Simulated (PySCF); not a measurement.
Relaxation of singlet Cu₂H₄

All numbers come from PySCF, PBE0, basis Cu def2-TZVP, H def2-TZVP (no relativity, density fitting). A (50,194) grid was used.

A start displaced from a saddle point along its imaginary mode, of C4v symmetry, held to at least that symmetry:

Coordinates in bohr (charge 0 multiplicity 1):
```
Cu    1.5573    0.0000   -1.2573
Cu   -1.5460    0.0000    1.2482
H    -0.1776    2.6220    0.1410
H    -0.1753   -2.6220    0.1439
H     1.4707    0.0018    2.1825
H    -1.8235   -0.0018   -1.8976
```

Task: What does it relax to?

Result: It ends at C4v with Cu–Cu 2.148 Å, Cu–H 1.536 Å (×4); Cu–Cu–H 74.2° (×4), H–Cu–H 85.8° (×4), H–Cu–H 148.5° (×2). A frequency run shows 2 imaginary modes (one degenerate set), down to 583i cm⁻¹, so it is a higher-order saddle point.

Task: How much energy is released, and in how many steps?

Result: 9.3 kJ/mol in 12 steps.

Stability towards spin polarisation was not tested. At this level a triplet minimum of C2h symmetry lies 70 kJ/mol below this structure.

The relaxation took 38 s on 2 threads of a shared Arm Neoverse V1 host, with 114 basis functions and 14 gradients. Launch command: `OMP_NUM_THREADS=2 python axn.py task.json out`.
